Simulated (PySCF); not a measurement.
Two-photon absorption: SMILES Fc1ccncc1, C5H4FN

Geometry (Å), atoms numbered from 1 in this order:
```xyz
11

F    -0.3133    2.1616    0.1542
C    -0.2082    0.8424    0.0772
C    -1.3529    0.0596    0.0074
C    -1.1758   -1.3212   -0.0715
N     0.0130   -1.9185   -0.0831
C     1.0919   -1.1429   -0.0153
C     1.0467    0.2483    0.0668
H    -2.3424    0.5191    0.0148
H    -2.0534   -1.9751   -0.1284
H     2.0626   -1.6515   -0.0261
H     1.9507    0.8565    0.1214
```

Method: PySCF 2.14.0, TDDFT CAM-B3LYP/def2-TZVPD excited states, vertical, gas phase. Geometry: PBE0-D3(BJ)/def2-SVP.

How strongly do the lowest singlets absorb one photon, and two photons of half the energy?

δ for parallel linear polarisation; σ at the peak of a Lorentzian of half width 0.1 eV, single beam; Ω is circular over linear.
| state | E (eV) | f | photon λ (nm) | δ (au) | σ (GM) | Ω | main |
| --- | --- | --- | --- | --- | --- | --- | --- |
| S1 | 5.38 | 0.004 | 461 | 0.84 | 0.01 | 1.50 | HOMO→LUMO+1 0.97 |
| S2 | 5.39 | 0.000 | 460 | <0.1 | 0.00 | – | HOMO→LUMO 0.99 |
| S3 | 5.69 | 0.010 | 436 | 1.58 | 0.02 | 1.50 | HOMO−1→LUMO+1 0.57, HOMO−2→LUMO 0.42 |
| S4 | 6.38 | 0.013 | 389 | 7.11 | 0.11 | 1.38 | HOMO−1→LUMO 0.62, HOMO−2→LUMO+1 0.37 |
| S5 | 7.18 | 0.492 | 345 | 1.05 | 0.02 | 1.50 | HOMO−2→LUMO 0.55, HOMO−1→LUMO+1 0.41 |
| S6 | 7.31 | 0.000 | 339 | 84 | 1.65 | 1.50 | HOMO−1→LUMO+2 0.93 |

Among these, the strongest one-photon state is S5, the strongest two-photon state S6, with a dipole change of 0.7 D (relaxed, norm of the difference vector).
